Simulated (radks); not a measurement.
Values are calculated unless marked as measured or tabulated.
These are the eigenvalues of the occupied orbitals of an atom or ion with whole-number occupations (eV). Code: a radial shooting solver on a logarithmic mesh with Libxc functionals. Model: non-relativistic Kohn-Sham, PBE, spin-polarised, spherical densities, point nucleus.

| orbital | eigenvalue |
|---|---|
| 1s up | -28000.62 |
| 1s down | -28000.57 |
| 2s up | -4156.067 |
| 2s down | -4156.050 |
| 2p up | -3889.708 |
| 2p down | -3889.687 |
| 3s up | -822.8953 |
| 3s down | -822.8575 |
| 3p up | -713.0814 |
| 3p down | -713.0436 |
| 3d up | -509.4548 |
| 3d down | -509.4233 |
| 4s up | -153.1457 |
| 4s down | -153.0477 |
| 4p up | -116.6353 |
| 4p down | -116.5091 |
| 4d up | -56.2068 |
| 4d down | -55.9267 |
| 5s up | -35.0961 |

Which element is it, and in what charge state? The configuration may be excited.

Answer. Z = 50, tin, charge +3: Sn3+ in [Kr] 4d10 5s(up 1, down 0). The list shows which subshells hold electrons but not how many an open one holds; the 1s level, -1029 hartree, gives Z - s = 45.4 by -(Z - s)^2/2, which with screening narrows Z to a few neighbours, and the depths of the outer levels then fix element, charge and occupations together.
